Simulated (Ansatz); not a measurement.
Ligand-field states of Fe(NH2)2 (FeN₂H₄) at its PBE0-D4/def2-TZVP geometry (relaxed as a quintet).

```xyz
7

Fe    0.000    0.000    0.000
N     0.157    1.842   -0.021
H    -0.557    2.490   -0.317
H     0.971    2.368    0.258
N    -0.157   -1.842    0.022
H     0.080   -2.463   -0.737
H    -0.494   -2.395    0.795
```

CASSCF(6,5) on the Fe 3d shell in def2-TZVP, averaged with equal weights over 5 quintets and 12 triplets and 6 singlets, then SC-NEVPT2; Ansatz, no spin–orbit coupling. The space holds no ligand orbitals and no second d shell, so covalent complexes are described poorly.

**Question.** Estimate the states' energies above the lowest.

**Answer.** 
| state | CASSCF (cm⁻¹) | NEVPT2 (cm⁻¹) |
| --- | --- | --- |
| quintet 1 | 0 | 0 |
| quintet 2 | 6 | 15 |
| quintet 3 | 6968 | 7574 |
| quintet 4 | 6979 | 7588 |
| quintet 5 | 7708 | 6229 |
| triplet 1 | 21563 | 20401 |
| triplet 2 | 21563 | 20401 |
| triplet 3 | 21632 | 20116 |
| triplet 4 | 21632 | 20113 |
| triplet 5 | 22206 | 20878 |
| triplet 6 | 22365 | 20999 |
| triplet 7 | 22367 | 21002 |
| triplet 8 | 23350 | 21741 |
| triplet 9 | 23351 | 21743 |
| triplet 10 | 25456 | 21902 |
| triplet 11 | 25460 | 21906 |
| triplet 12 | 25545 | 22263 |
| singlet 1 | 31425 | 29008 |
| singlet 2 | 31566 | 29237 |
| singlet 3 | 31567 | 29240 |
| singlet 4 | 32199 | 30125 |
| singlet 5 | 32220 | 30163 |
| singlet 6 | 33774 | 31669 |
The lowest NEVPT2 state is a quintet. It took 76 s on 2 threads of Intel Xeon Platinum 8375C on a shared host.
